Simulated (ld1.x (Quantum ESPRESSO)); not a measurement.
# Scattering properties, TM potential for Pt (Z = 78)

* Element: Pt
* Generator: ld1.x (Quantum ESPRESSO) 7.5
* Type: norm-conserving Troullier–Martins (Kleinman–Bylander form)
* Functional: PBE
* Relativity: scalar-relativistic
* Frozen core: [Kr] 4d10 4f14
* Valence charge: 18
* Reference configuration: 5s2 5p6 5d8 6s2 6p0
* Partial waves: 5p (bound): rc 1.55 bohr; 5d (bound): rc 1.90 bohr; 5s (bound): rc 1.50 bohr
* Local potential: the s channel
* Core correction: Bessel-smoothed model core inside 0.75 bohr

Occupied shells without a wave of their own: 6s. They enter only through the test configuration that unscreens the potential, and ld1.x also counts them in the model core charge.

The phase is arctan(r·u′/u) with u = r·R(r), unwrapped; energies in Ry, scanned from -10 to 5 Ry. A pole is an energy at which the radial function vanishes at the test radius. The pseudo phase is shifted by a multiple of π to meet the all-electron one at the reference energy, and phase errors are pseudo minus all-electron; the curves can meet again beyond the range given. Levels narrower than the energy grid can be missing from the lists of poles.

For each channel, where are the poles, and over which energies does the pseudopotential scatter like the atom?

| channel | radius (bohr) | reference energy (Ry) | poles, all-electron | poles, pseudo | unbroken range about the reference energy with phases within 0.05 rad | phase error 1 Ry above the reference energy (rad) |
| --- | --- | --- | --- | --- | --- | --- |
| s | 2.04 | -7.69 | -7.58 | -7.59, 2.75 | -7.7 to -2.3 | -0.002 |
| p | 2.04 | -4.31 | -3.99 | -4.00 | -4.5 to 0.8 | -0.002 |
| d | 2.04 | -0.59 | 0.63 | 0.62 | the whole range | -0.002 |

The potential misses its own reference levels by up to 2.4 eV, so it is not fit for use. ld1.x takes every shell without a wave as core, so the model core holds the 6s electrons as well and exchange and correlation see them twice. This cancels in the reference configuration, but the file is broken for other ones, and its errors say nothing about a proper core correction.

Phases in the p channel:

```tsv
E (Ry)	all-electron	pseudo
-10.00	1.399	1.399
-9.76	1.396	1.396
-9.52	1.393	1.393
-9.28	1.390	1.390
-9.04	1.387	1.387
-8.80	1.383	1.383
-8.56	1.379	1.379
-8.32	1.375	1.375
-8.08	1.371	1.370
-7.84	1.365	1.365
-7.60	1.360	1.360
-7.36	1.354	1.353
-7.12	1.347	1.346
-6.88	1.339	1.338
-6.64	1.330	1.329
-6.40	1.319	1.318
-6.16	1.305	1.304
-5.92	1.288	1.287
-5.68	1.264	1.263
-5.44	1.230	1.228
-5.20	1.174	1.171
-4.96	1.061	1.053
-4.72	0.708	0.681
-4.48	-0.726	-0.775
-4.24	-1.400	-1.410
-4.00	-1.568	-1.572
-3.76	-1.641	-1.644
-3.52	-1.685	-1.687
-3.28	-1.715	-1.717
-3.04	-1.738	-1.740
-2.80	-1.758	-1.760
-2.56	-1.776	-1.778
-2.32	-1.793	-1.796
-2.08	-1.809	-1.812
-1.84	-1.826	-1.830
-1.60	-1.843	-1.848
-1.36	-1.862	-1.867
-1.12	-1.882	-1.888
-0.88	-1.904	-1.912
-0.64	-1.929	-1.939
-0.40	-1.957	-1.970
-0.16	-1.990	-2.006
0.08	-2.030	-2.050
0.32	-2.077	-2.104
0.56	-2.135	-2.172
0.80	-2.208	-2.258
1.04	-2.302	-2.373
1.28	-2.426	-2.525
1.52	-2.589	-2.730
1.76	-2.803	-2.990
2.00	-3.066	-3.288
2.24	-3.353	-3.577
2.48	-3.622	-3.819
2.72	-3.844	-4.003
2.96	-4.014	-4.141
3.20	-4.143	-4.245
3.44	-4.240	-4.324
3.68	-4.316	-4.386
3.92	-4.376	-4.435
4.16	-4.424	-4.476
4.40	-4.464	-4.509
4.64	-4.497	-4.538
4.88	-4.525	-4.563
```
